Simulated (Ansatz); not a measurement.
Stretch profile

SiAsH₂O (SMILES O=[Si-][AsH2]) (charge -1), singlet, at its PBE0-D4/def2-TZVPD minimum:

| atom | x (Å) | y (Å) | z (Å) |
| --- | --- | --- | --- |
| O1 | -0.4466 | -1.7641 | 1.5114 |
| Si2 | 0.4388 | -0.4931 | 1.4463 |
| As3 | 0.4155 | 0.1851 | -1.0773 |
| H4 | -1.0954 | 0.4008 | -1.0536 |
| H5 | 0.6877 | 1.6713 | -0.8268 |

The bond length As3–H5 (1.532 Å at the minimum) is set to the values below, with the rest relaxed at PBE0-D4/def2-TZVPD at each step. Each method's energies count from its own value at the PBE0-D4 minimum structure. Ansatz 0.2.0; basis: def2-TZVPPD; cores frozen in the correlated methods. Filled d shells of the heavier atoms are correlated. The def2 sets are not built for correlating such inner shells, so the correlated values are less sure here. B3LYP uses VWN-RPA correlation.

```json
{"bond length (Å)": "1.378", "CCSD(T) (eV)": "0.234", "MP2 (eV)": "0.206", "PBE0-D4 (eV)": "0.249", "B3LYP-D4 (eV)": "0.255"}
{"bond length (Å)": "1.409", "CCSD(T) (eV)": "0.139", "MP2 (eV)": "0.116", "PBE0-D4 (eV)": "0.150", "B3LYP-D4 (eV)": "0.156"}
{"bond length (Å)": "1.454", "CCSD(T) (eV)": "0.049", "MP2 (eV)": "0.034", "PBE0-D4 (eV)": "0.055", "B3LYP-D4 (eV)": "0.060"}
{"bond length (Å)": "1.507", "CCSD(T) (eV)": "0.003", "MP2 (eV)": "-0.002", "PBE0-D4 (eV)": "0.005", "B3LYP-D4 (eV)": "0.006"}
{"bond length (Å)": "1.565", "CCSD(T) (eV)": "0.011", "MP2 (eV)": "0.018", "PBE0-D4 (eV)": "0.009", "B3LYP-D4 (eV)": "0.007"}
{"bond length (Å)": "1.628", "CCSD(T) (eV)": "0.072", "MP2 (eV)": "0.093", "PBE0-D4 (eV)": "0.068", "B3LYP-D4 (eV)": "0.059"}
{"bond length (Å)": "1.695", "CCSD(T) (eV)": "0.180", "MP2 (eV)": "0.218", "PBE0-D4 (eV)": "0.175", "B3LYP-D4 (eV)": "0.159"}
{"bond length (Å)": "1.765", "CCSD(T) (eV)": "0.327", "MP2 (eV)": "0.384", "PBE0-D4 (eV)": "0.322", "B3LYP-D4 (eV)": "0.296"}
{"bond length (Å)": "1.838", "CCSD(T) (eV)": "0.503", "MP2 (eV)": "0.583", "PBE0-D4 (eV)": "0.499", "B3LYP-D4 (eV)": "0.463"}
```

Minimum and curvature along this coordinate at CCSD(T): A fifth-order fit through the nearest points gives 1.527 Å, with a curvature of about 17 eV/Å².

Largest difference from the CCSD(T) curve over the scan: PBE-D4 0.083; r2SCAN-D4 0.007; wB97M-V 0.012; HF 0.067 eV. Each curve counts from its own value at the minimum.

T1 diagnostic: at most 0.019.

For scale, one of the runs: CCSD(T)/def2-TZVPPD, 176 basis functions, launched by `ansatz run in.yaml --threads 2 --pin off --events-out ev --progress --plain --max-ram 4352MiB`. The run took 65 s on 2 CPU threads of an Arm Neoverse V1 (shared host), with 1.5 GiB of host memory at its peak.
